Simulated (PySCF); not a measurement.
# Electron correlation in Ti (titanium, neutral)

[Ar] 3d3 4s1, high-spin 5F determinant (an excited configuration). Computed with PySCF 2.14 in def2-TZVPPD, with no relativity, point nucleus. Frozen: [Ne]; 12 electrons correlated.

```json
{"level": "CCSD", "correlation energy (mhartree)": "-309.59"}
{"level": "(T)", "correlation energy (mhartree)": "-8.20"}
{"level": "CCSD(T)", "correlation energy (mhartree)": "-317.79"}
```

Diagnostics: T1 = 0.018, D1 = 0.0591, largest double amplitude 0.028.

Cost of the coupled-cluster step: about 20 core-seconds, for 12 correlated electrons.

This basis was not built for core-valence correlation, so the inner-shell part is incomplete.
